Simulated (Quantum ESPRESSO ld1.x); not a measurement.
The numbers below are computed, except where a source is named.
Task: These are the eigenvalues of the occupied orbitals of an atom or ion with whole-number occupations (eV). Level of theory: scalar-relativistic Kohn-Sham, LDA (Slater exchange, Perdew-Wang correlation), spin-polarised, spherical densities, point nucleus (ld1.x of Quantum ESPRESSO 7.5).

| orbital | eigenvalue |
|---|---|
| 1s up | -51835.0 |
| 1s down | -51834.8 |
| 2s up | -10003.3 |
| 2s down | -9995.97 |
| 2p up | -9103.48 |
| 2p down | -9097.62 |
| 3s up | -3424.62 |
| 3s down | -3416.79 |
| 3p up | -3145.79 |
| 3p down | -3137.87 |
| 3d up | -2799.64 |
| 3d down | -2790.05 |

Which element is it, and in what charge state? The configuration may be excited. Open shells, if any, are filled with parallel spins first.

Result: Z = 64, gadolinium, charge +38: Gd38+ in [Ar] 3d8. The list shows which subshells hold electrons but not how many an open one holds; the 1s level, -1904.9 hartree, gives Z - s = 61.7 by -(Z - s)^2/2, which with screening and relativity narrows Z to a few neighbours, and the depths of the outer levels then fix element, charge and occupations together.
